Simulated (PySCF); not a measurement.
CH9AlO2Si2, singlet, at a GFN2-xTB geometry (such geometries of metal compounds can be far from the true shape). Base run: DF-M062X/STO-3G (PySCF).

Input for PySCF:
```python
from pyscf import gto, scf, dft

mol = gto.Mole()
mol.atom = '''
    Al    0.32822742    0.51741072    0.46892231
    C     1.16848016    1.86037234    1.66597219
    H     1.79239289    1.38246890    2.42004864
    H     0.41324739    2.46018410    2.17392398
    H     1.79207614    2.55355308    1.10100796
    O    -0.78572777    0.98862120   -0.69801574
    Si   -1.87081817    1.39148817   -1.84213483
    H    -3.19780629    1.07484934   -1.30942585
    H    -1.56441436    0.61829392   -3.04673104
    H    -1.71333385    2.83047692   -2.07166942
    O     0.70859396   -1.11571406    0.58712668
    Si    1.04257281   -2.70645677    0.66099281
    H    -0.19532967   -3.40007236    1.02218297
    H     2.06855509   -2.86552681    1.69579393
    H     1.53928084   -3.11649754   -0.65385383
'''
mol.basis = 'sto-3g'
mol.verbose = 4
mol.build()

mf = dft.RKS(mol)
mf.xc = 'm062x'
mf = mf.density_fit(auxbasis='def2-universal-jkfit')
mf.kernel()
```

Each row names what was changed in the base input (with any setting that the change needs).

```
change               basis functions       E (Eh)  HOMO (eV)  HOMO-LUMO gap (eV)  dipole (D)  core-seconds (rough)
-------------------  ---------------  -----------  ---------  ------------------  ----------  --------------------
base                              51  -1003.31942      -4.95               11.74        0.33                    10
basis = 6-31G*                     …            …      -9.41               10.11           …                    20
basis = 6-31+G*                  138  -1015.36860      -9.59                9.23        0.37                    20
basis = pc-1                     141  -1015.39725      -9.62               10.25        0.36                    30
basis = cc-pVDZ                  141  -1015.40300      -9.50               10.22        0.55                    20
basis = def2-SVP                 141            …          …                   …           …                    30
basis = 6-31G**                  141  -1015.36211      -9.41               10.11        0.33                    20
basis = pcseg-1                  141  -1015.35915      -9.63               10.02        0.30                    30
basis = 6-311G**                   …            …          …               10.02           …                    30
basis = def2-SVPD                210  -1015.04972      -9.62                9.32        0.49                    40
basis = 6-311++G**                 …            …          …                   …        0.36                    50
basis = aug-cc-pVDZ              231  -1015.42193      -9.59                9.12        0.56                    40
basis = aug-pcseg-1              231  -1015.37405      -9.65                9.11        0.49                    60
```

Q: Complete the blanks.

A: 
- basis = 6-31G*, basis functions: 114
- basis = 6-31G*, E (Eh): -1015.35153
- basis = 6-31G*, dipole (D): 0.32
- basis = def2-SVP, E (Eh): -1015.03123
- basis = def2-SVP, HOMO (eV): -9.52
- basis = def2-SVP, HOMO-LUMO gap (eV): 10.14
- basis = def2-SVP, dipole (D): 0.41
- basis = 6-311G**, basis functions: 186
- basis = 6-311G**, E (Eh): -1015.50547
- basis = 6-311G**, HOMO (eV): -9.53
- basis = 6-311G**, dipole (D): 0.25
- basis = 6-311++G**, basis functions: 219
- basis = 6-311++G**, E (Eh): -1015.51245
- basis = 6-311++G**, HOMO (eV): -9.60
- basis = 6-311++G**, HOMO-LUMO gap (eV): 9.17

Totals compare only among sets that treat the same electrons; sets with core potentials leave the core out.
